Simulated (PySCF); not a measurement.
C₃H₅ (SMILES [CH]1CC1), doublet, at a GFN2-xTB geometry. Base run: PySCF with B3LYP/STO-3G.

Geometry (Å):
```xyz
8

C     -0.0101     0.8848    -0.0378
C      0.7632    -0.3507     0.0569
C     -0.7552    -0.3683     0.0510
H     -0.0163     1.6649    -0.7680
H      1.3146    -0.7065    -0.8077
H      1.2520    -0.5939     0.9911
H     -1.2455    -0.6229     0.9815
H     -1.2916    -0.7367    -0.8178
```
Charge 0, spin multiplicity 2.
Orbitals are unrestricted.
All else is at PySCF's defaults.
Base energy -115.77906 Eh.

Each row names what was changed in the base input (with any setting that the change needs).

```tsv
change	ΔE vs base (µEh)	grid points	electrons on the grid
base	0.0	91400	23.00000
grids.radi_method = mura_knowles	0.0	87080	23.00000
grids.level = 4	0.0	164368	23.00000
small_rho_cutoff = 0	0.0	91400	23.00000
grids.prune = dft.gen_grid.sg1_prune	3.4	40536	23.00000
grids.level = 2	0.1	60488	23.00000
grids.radi_method = delley	0.0	98384	23.00000
grids.atom_grid = (50, 194)	3.7	52904	23.00000
grids.atom_grid = (150, 974)	-0.1	650280	23.00000
grids.atom_grid = (75, 302)	0.0	116544	23.00000
grids.level = 0	-7334	6360	22.99982
```

Open shells are given as the SCF converged; they aren't shown to be the lowest states, and a large step between rows can be another state.
